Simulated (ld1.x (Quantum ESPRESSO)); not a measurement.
## Ni TM: all-electron and pseudo phase curves

* Element: nickel
* Generator: ld1.x (Quantum ESPRESSO) 7.5
* Type: norm-conserving Troullier–Martins (Kleinman–Bylander form)
* Functional: BLYP
* Relativity: scalar-relativistic
* Frozen core: [Ne]
* Valence charge: 18
* Reference configuration: 3s2 3p6 3d8 4s1.75 4p0.25
* Partial waves: 3s (bound): rc 1.15 bohr; 3p (bound): rc 1.20 bohr; 3d (bound): rc 1.65 bohr
* Local potential: the d channel
* Core correction: none

Occupied shells without a wave of their own: 4p, 4s. They enter only through the test configuration that unscreens the potential.

The phase is arctan(r·u′/u) with u = r·R(r), unwrapped; energies in Ry, scanned from -10 to 5 Ry. A pole is an energy at which the radial function vanishes at the test radius. The pseudo phase is shifted by a multiple of π to meet the all-electron one at the reference energy, and phase errors are pseudo minus all-electron; the curves can meet again beyond the range given. Levels narrower than the energy grid can be missing from the lists of poles.

```csv
channel,radius (bohr),reference energy (Ry),"poles, all-electron","poles, pseudo",unbroken range about the reference energy with phases within 0.05 rad,phase error 1 Ry above the reference energy (rad)
s,1.80,-8.18,-8.09,"-8.09, 2.27",below -0.6,+0.004
p,1.80,-5.27,-5.10,-5.10,below -0.8,+0.007
d,1.80,-0.68,-0.19,-0.16,below 1.2,+0.024
```

The potential misses its own reference levels by up to 0.3 eV.

Phases in the p channel:

```tsv
E (Ry)	all-electron	pseudo
-10.00	1.380	1.382
-9.52	1.374	1.376
-9.04	1.367	1.369
-8.56	1.359	1.361
-8.08	1.349	1.352
-7.60	1.337	1.340
-7.12	1.320	1.324
-6.64	1.296	1.301
-6.16	1.249	1.255
-5.68	1.066	1.077
-5.20	-1.467	-1.467
-4.72	-1.713	-1.708
-4.24	-1.771	-1.764
-3.76	-1.804	-1.795
-3.28	-1.832	-1.821
-2.80	-1.859	-1.845
-2.32	-1.889	-1.870
-1.84	-1.924	-1.899
-1.36	-1.966	-1.932
-0.88	-2.020	-1.974
-0.40	-2.092	-2.027
0.08	-2.196	-2.098
0.56	-2.353	-2.199
1.04	-2.603	-2.349
1.52	-2.995	-2.585
2.00	-3.480	-2.952
2.48	-3.883	-3.422
2.96	-4.143	-3.834
3.44	-4.306	-4.110
3.92	-4.413	-4.284
4.40	-4.488	-4.399
4.88	-4.543	-4.479
```
